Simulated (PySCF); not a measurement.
**Electron correlation in Ar⁺ (argon, charge +1)**

[Ne] 3s1 3p6, 2S determinant (an excited configuration). Calculation: PySCF 2.14, in def2-QZVPPD; no relativity, point nucleus. Frozen: [Ne]; 7 electrons correlated.

```csv
level,correlation energy (mhartree)
CCSD,-368.51
(T),-38.70
CCSD(T),-407.21
```

Diagnostics: T1 = 0.014, D1 = 0.0299, largest double amplitude 0.169.

A double-excitation amplitude exceeds 0.15, a sign of near-degeneracy.

Cost of the coupled-cluster step: about 15 core-seconds, for 7 correlated electrons.
